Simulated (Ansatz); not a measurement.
The cluster Li₅Si. Total charge 0; doublet. Geometry relaxed at PBE-D4/def2-TZVP.

```csv
atom,x (Å),y (Å),z (Å)
Li1,-0.193,0.830,-1.664
Li2,-2.306,-0.633,0.303
Li3,2.361,0.331,0.242
Li4,-0.436,1.936,1.373
Li5,0.520,-2.199,-0.801
Si6,0.054,-0.266,0.548
```

The structure comes from a short search, and lower isomers may exist.

Question: Estimate the harmonic wavenumbers at UKS PBE-D4/def2-TZVP (Ansatz, unscaled). Is this a minimum?

Answer: 61, 94, 96, 102, 109, 155, 162, 380, 383, 392, 452, 454 cm⁻¹. Yes, no mode is imaginary beyond noise. Zero-point energy 17.0 kJ/mol. Run time 16 s (4 threads of Intel Xeon 6975P-C on a shared host).
